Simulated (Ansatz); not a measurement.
## Energy profile

The step: SnH₄O ([OH][SnH3]) + HF → SnH₃F ([F][SnH3]) + H₂O; bonds formed: Sn1–F7, O2–H6; bonds broken: Sn1–O2, H6–F7 (atoms numbered as in the saddle structure below).

```xyz
8
angstrom
Sn -0.0680 -0.7168 0.4827
O 0.7655 0.8615 -0.7371
H -1.5395 -1.3700 -0.0608
H 1.1948 -1.7625 -0.0577
H 0.1642 -0.3541 2.1196
H -0.1760 1.3654 -0.4026
F -1.1593 1.2672 0.3399
H 0.8183 0.7095 -1.6840
```

Electronic energies by CCSD(T) at an estimated basis limit (MP2 extrapolated from triple and quadruple zeta, plus CCSD(T) − MP2 in triple zeta), on PBE0-D4/def2-TZVP structures; SnH5OF, singlet; no counterpoise correction. Program: Ansatz 0.2.0. Basis: def2-TZVPP and def2-QZVPP. Cores are frozen in the correlated methods. Filled d shells of the heavier atoms are correlated. Core potentials replace the inner electrons of the atoms past krypton. The def2 sets are not built for correlating such inner shells, so the correlated values are less sure here. Extrapolation: Hartree–Fock as exp(−7.88 √X), correlation as X^−2.97.

Q: Give the profile in kJ/mol, counted from the separated reactants. (An estimate is asked for; the value comes from the calculation.)

A: The calculation gives:
```json
{"point": "separated: SnH4O (linked as [OH][SnH3]; Sn1, O2, H3, H4, H5, H8; singlet) + HF (H6, F7; singlet)", "kJ/mol": "0.0"}
{"point": "start structure", "kJ/mol": "-45.4"}
{"point": "saddle", "kJ/mol": "1.1"}
{"point": "end structure", "kJ/mol": "-66.0"}
{"point": "separated: SnH3F (linked as [F][SnH3]; Sn1, H3, H4, H5, F7; singlet) + H2O (O2, H6, H8; singlet)", "kJ/mol": "-38.3"}
```

T1 diagnostic: at most 0.014.

Steps of this kind, hydrogen fluoride cutting a network bond, underlie vapour etching and the fluorination step of atomic layer etching.

For scale, one of the runs: CCSD(T)/def2-TZVPP, 182 basis functions, launched by `ansatz run in.yaml --threads 4 --pin off --events-out ev --progress --plain --max-ram 9574MiB`. Hardware: 4 CPU threads of an Intel Xeon, shared host. Wall time 33 s; peak host memory 2.2 GiB.
